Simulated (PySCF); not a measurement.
A side-by-side comparison of computed properties.

First species: isobutyl acetate, C6H12O2.
InChI=1S/C6H12O2/c1-5(2)4-8-6(3)7/h5H,4H2,1-3H3

Second species: C2H7F3GeSi.
Geometry (PBE0-D3(BJ)/def2-SVP, Å), atoms numbered from 1 in this order:
```xyz
14
C2H7F3GeSi angstrom
F     -1.9141    0.7055    1.4652
C     -1.8294    0.6875    0.1240
F     -1.1907    1.8163   -0.2400
F     -3.0781    0.7705   -0.3537
Si    -0.8996   -0.8866   -0.5059
C      0.7759   -0.9559    0.3126
Ge     1.9510    0.6008    0.0506
H     -0.8060   -0.7547   -1.9880
H     -1.7651   -2.0481   -0.1499
H      1.3079   -1.8446   -0.0662
H      0.6375   -1.1041    1.3963
H      3.3906    0.1948    0.4183
H      1.5009    1.7594    0.9521
H      1.9124    1.0431   -1.4233
```

Levels: CAM-B3LYP/def2-SVPD for dipole moment, HOMO energy, LUMO energy, HOMO–LUMO gap, static isotropic polarisability and electronic spatial extent ⟨r²⟩ about the centre of nuclear charge; TDDFT CAM-B3LYP/def2-SVPD for lowest singlet excitation; TDA CAM-B3LYP/def2-SVPD for lowest triplet excitation (Tamm–Dancoff); ΔSCF CAM-B3LYP/def2-SVPD for vertical ionisation energy; PBE0-D3(BJ)/def2-SVP for rotational constant A and rotational constant C. Geometries: PBE0-D3(BJ)/def2-SVP. All species are isolated and taken at one optimised geometry, non-relativistic unless stated; the electronic structure was computed with PySCF and density fitting.

The conformers computed, where there is a choice (atom-mapped SMILES and torsion angles):
- `[CH3:1][C:2](=[O:3])[O:4][CH2:5][CH:6]([CH3:7])[CH3:8]`: C1–C2–O4–C5 -178°, C2–O4–C5–C6 85°, O4–C5–C6–C7 58°
- `[F:1][C:2]([F:3])([F:4])[SiH2:5][CH2:6][GeH3:7]`: F1–C2–Si5–C6 -56°, C2–Si5–C6–Ge7 -57°

Values for the first species:

- Dipole moment: 1.83 D
- HOMO energy: -9.52 eV
- LUMO energy: 1.20 eV
- HOMO–LUMO gap: 10.72 eV
- Lowest singlet excitation: 5.96 eV
- Lowest triplet excitation (Tamm–Dancoff): 5.44 eV
- Static isotropic polarisability: 80.6 au
- Vertical ionisation energy: 10.36 eV
- Electronic spatial extent ⟨r²⟩ about the centre of nuclear charge: 1258 bohr²
- Rotational constant A: 3.994 GHz
- Rotational constant C: 1.010 GHz

(1) Estimate the same properties for the second species, and the change in each.

## Answers

(1) 
| property | first | second | second less first |
| --- | --- | --- | --- |
| dipole moment | 1.83 D | 2.75 D | +0.92 D |
| HOMO energy | -9.52 eV | -10.38 eV | -0.86 eV |
| LUMO energy | 1.20 eV | 0.71 eV | -0.49 eV |
| HOMO–LUMO gap | 10.72 eV | 11.09 eV | +0.37 eV |
| lowest singlet excitation | 5.96 eV | 8.06 eV | +2.10 eV |
| lowest triplet excitation (Tamm–Dancoff) | 5.44 eV | 7.60 eV | +2.16 eV |
| static isotropic polarisability | 80.6 au | 84.6 au | +4.0 au |
| vertical ionisation energy | 10.36 eV | 11.12 eV | +0.76 eV |
| electronic spatial extent ⟨r²⟩ about the centre of nuclear charge | 1258 bohr² | 1633 bohr² | +375 bohr² |
| rotational constant A | 3.994 GHz | 2.623 GHz | -1.371 GHz |
| rotational constant C | 1.010 GHz | 0.643 GHz | -0.367 GHz |

On the first: The ΔSCF ionisation energy exceeds −ε(HOMO) by 0.84 eV with CAM-B3LYP. The vertical singlet–triplet gap S1 − T1 is 0.52 eV (TDDFT singlet less Tamm–Dancoff triplet; S1: HOMO→LUMO+1, weight 0.77; T1: HOMO→LUMO+1, weight 0.76).

On the second: The vertical singlet–triplet gap S1 − T1 is 0.46 eV (TDDFT singlet less Tamm–Dancoff triplet; S1: HOMO→LUMO, weight 0.86; T1: HOMO→LUMO, weight 0.54, beside HOMO→LUMO+1, weight 0.34). S1 lies 3.03 eV below the HOMO–LUMO gap; its leading configuration is HOMO→LUMO, weight 0.86. Relativistic effects, spin–orbit coupling among them, are left out although an element past zinc is present.
